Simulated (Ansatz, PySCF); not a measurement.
Species: sum formula PbClF, net charge 0, singlet state. SMILES: [F][Pb][Cl]
Geometry: optimised at B3LYP-D3(BJ)/def2-TZVP (Ansatz, a first-principles code).

Wanted: vertical ionisation energy (to the doublet state of charge +1; each state is the SCF solution reached for its spin; for the doublet T1 is 0.099), in eV. Cores are frozen in the correlated levels unless marked. Open shells are spin-unrestricted. No spin-orbit coupling. Frozen are the shells of the preceding noble gas and the d and f shells that filled before the atom's block. In def2 rows, elements after Kr have scalar-relativistic effective core potentials. CBS(X,Y): correlation extrapolated as X^-3; Hartree-Fock from the larger set. [CCSD(T)-MP2]/basis is that difference in the basis named.

```csv
level,program,vertical ionisation energy (eV),minus last row
HF/def2-TZVPPD,Ansatz,9.84,-1.06
HF/def2-QZVPPD,Ansatz,9.83,-1.07
SVWN5/def2-TZVPD,Ansatz,10.77,-0.13
PBE/def2-TZVPD,Ansatz,10.47,-0.43
B3LYP/def2-TZVPD,Ansatz,10.72,-0.18
PBE0/def2-TZVPD,Ansatz,10.70,-0.20
CAM-B3LYP/def2-TZVPD,Ansatz,10.86,-0.04
wB97M-V/def2-TZVPD,Ansatz,10.84,-0.06
wB97X-V/def2-TZVPD,Ansatz,10.84,-0.06
B2PLYP/def2-TZVPD,Ansatz,10.75,-0.15
MP2/def2-SVPD,Ansatz,10.91,0.01
MP2/def2-TZVPPD,Ansatz,11.00,0.10
RI-MP2/def2-TZVPPD,Ansatz,11.00,0.10
SCS-MP2/def2-SVPD,Ansatz,10.82,-0.08
SCS-MP2/def2-TZVPPD,Ansatz,10.90,0.00
CCSD/def2-SVPD,Ansatz,10.66,-0.24
CCSD/def2-TZVPPD,Ansatz,10.71,-0.19
CCSD(T)/def2-SVPD,Ansatz,10.66,-0.24
CCSD(T)/def2-TZVPPD,Ansatz,10.73,-0.17
"RI-MP2/CBS(def2-TZVPPD,def2-QZVPPD)+[CCSD(T)-MP2]/def2-SVPD",Ansatz,10.92,0.02
"RI-MP2/CBS(def2-TZVPPD,def2-QZVPPD)+[CCSD(T)-MP2]/def2-TZVPPD",Ansatz,10.90,0.00
```

For comparison, minus the highest occupied orbital energy (PySCF): 7.81 eV at TPSSh/def2-TZVPD, 7.35 eV at BP86/def2-TZVPD, 11.19 eV at HF/def2-TZVPD.
